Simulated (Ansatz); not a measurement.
Cost and result for the atomization energy of FGa₂H₃ (`[F][GaH][GaH2]`) (6 atoms, 5 bonds).

Charge 0, multiplicity 1. Correlated methods include outer-core shells of Ga, which these sets cover unevenly. Scalar relativity is left out up to krypton. All single points use the PBE0-D4/def2-TZVP geometry. Program: Ansatz. All runs use 2 threads of an Arm Neoverse V1 on a shared host. Times are those of one run each, without the atoms' runs, and a repeat can differ threefold. Electronic energies, without spin–orbit coupling; frozen cores. CCSD(T)/CBS adds CCSD(T) − MP2 in def2-TZVPP to the MP2 limit, and its time is that of the two runs behind it. T1 = 0.014. With those shells the extrapolation isn't a true limit. HSE06 is the plane-wave form, built on full-range PBE exchange.

CCSD(T)/CBS is a level of theory with its own doubt, some kJ/mol a heavy atom from the limit and from the frozen cores, so smaller differences don't rank the functionals.

```csv
level,functions,wall time,atomization (kcal/mol),difference from CCSD(T)/CBS,per bond
LDA (SPW92)/def2-TZVPP,169,1.2 s,392.8,44.9,9.0
PBE-D4/def2-TZVPP (with forces),169,2.5 s,341.8,-6.1,-1.2
CAM-B3LYP-D4/def2-TZVPP,169,3.5 s,344.5,-3.4,-0.7
HSE06-D4/def2-TZVPP,169,3.5 s,337.5,-10.4,-2.1
r2SCAN-D4/def2-TZVPP (with forces),169,5 s,347.7,-0.2,0.0
PBE-QIDH/def2-TZVPP,169,5.5 s,342.6,-5.3,-1.1
CCSD(T)/def2-SVP,93,5.5 s,325.9,-22.0,-4.4
r2SCANh-D4/def2-TZVPP,169,6 s,344.8,-3.1,-0.6
B97M-V/def2-TZVPP,169,8.5 s,349.7,1.8,0.4
ωB97M-V/def2-TZVPP (with forces),169,13 s,341.7,-6.2,-1.2
MP2/def2-QZVPP,325,20 s,349.9,2.0,0.4
CCSD(T)/def2-TZVPP,169,70 s,343.5,-4.4,-0.9
CCSD(T)/CBS(def2),–,90 s,347.9,0.0,0.0
```

At CCSD(T), def2-SVP lies −22.0 kcal/mol from the extrapolated value and def2-TZVPP −4.4 kcal/mol: correlation converges slowly with the basis, and small sets miss more of it in the bonded molecule than in its fragments. In def2-TZVPP, CCSD(T) changes the Hartree–Fock value by +93.7 kcal/mol (the triples alone add +4.4 kcal/mol) and MP2 by +97.2 kcal/mol; breaking electron pairs costs correlation energy, which Hartree–Fock lacks. The D4 term adds +4.0 kcal/mol with B3LYP and +2.1 kcal/mol with PBE0; it sums over pairs of atoms, weighted by their polarisabilities, and B3LYP, whose exchange is more repulsive, gets the larger term.

B3LYP here is the variant with VWN-RPA as its local correlation; programs differ in this.
